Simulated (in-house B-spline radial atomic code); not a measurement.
Values are calculated unless marked as measured or tabulated.
# Weak and strong correlation along the adiabatic connection

Two-electron singlets in several external potentials (atomic units), by full CI in B-splines with partial waves to l = 8 (correlation energies up to 0.6 % small). The repulsion is scaled by λ at fixed density; W(λ) is the mean repulsion less the Hartree energy, W(0) = E_x, and the area under W from 0 to 1 is E_xc.

Relative drop (W(λ) − E_x)/E_x:

| system | λ = 0.12 | λ = 0.25 | λ = 0.4 | λ = 0.6 | λ = 0.8 | λ = 1 |
| --- | --- | --- | --- | --- | --- | --- |
| −Z exp(−kr)/r, Z = 8.73, k = 3.4 | 0.0025 | 0.0051 | 0.0081 | 0.0120 | 0.0159 | 0.0197 |
| ω²r²/2 − Z/r, ω = 0.0142, Z = 1.5 | 0.0162 | 0.0324 | 0.0495 | 0.0701 | 0.0885 | 0.1049 |
| −V exp(−r²/w²), V = 12.8, w = 2.02 | 0.0102 | 0.0207 | 0.0322 | 0.0465 | 0.0596 | 0.0718 |
| −Z exp(−kr)/r, Z = 3.39, k = 0.857 | 0.0064 | 0.0132 | 0.0207 | 0.0302 | 0.0393 | 0.0480 |
| −V exp(−r²/w²), V = 1.02, w = 3.43 | 0.0284 | 0.0550 | 0.0812 | 0.1103 | 0.1342 | 0.1541 |
| −Z/r, Z = 1.18 | 0.0241 | 0.0473 | 0.0709 | 0.0980 | 0.1210 | 0.1407 |
| −V exp(−r²/w²), V = 2.15, w = 9.36 | 0.0353 | 0.0671 | 0.0975 | 0.1298 | 0.1553 | 0.1759 |

Task: Order the systems by how far second-order (GL2) theory, half the initial slope (estimated from the first points of each curve), overshoots the correlation energy, least first.
A. −Z exp(−kr)/r, Z = 8.73, k = 3.4
B. ω²r²/2 − Z/r, ω = 0.0142, Z = 1.5
C. −V exp(−r²/w²), V = 12.8, w = 2.02
D. −V exp(−r²/w²), V = 1.02, w = 3.43
E. −V exp(−r²/w²), V = 2.15, w = 9.36
F. −Z/r, Z = 1.18
G. −Z exp(−kr)/r, Z = 3.39, k = 0.857

Result: A (GL2/E_c = 1.03), G (GL2/E_c = 1.09), C (GL2/E_c = 1.14), B (GL2/E_c = 1.22), F (GL2/E_c = 1.33), D (GL2/E_c = 1.41), E (GL2/E_c = 1.51).

Task: What else changes along this order?

Result: The ratio follows the bend of the curve. With it the leading natural occupation goes from 1.999 to 1.896 and −T_c/E_c from 0.97 to 0.66 between the first and the last.
